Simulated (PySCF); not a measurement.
This script is equivalent to a calculation on Li⁺ (lithium, charge +1).

```python
from pyscf import gto, scf, dft, mp, cc
import basis_set_exchange as bse
mol = gto.M(atom="Li 0 0 0", charge=1, spin=0, symmetry="D2h",
            basis=gto.basis.parse(bse.get_basis("dyall-av3z", elements=["Li"], fmt="nwchem")))
mf = dft.UKS(mol, xc="R2SCAN")
mf.irrep_nelec = {'Ag': (1, 1)}
mf.kernel()
```

(1) What total energy does it give?

(2) Which occupied shell lies highest, and where?

Answers

(1) -7.282 hartree (calculated).

(2) 1s, at -61.919 eV.
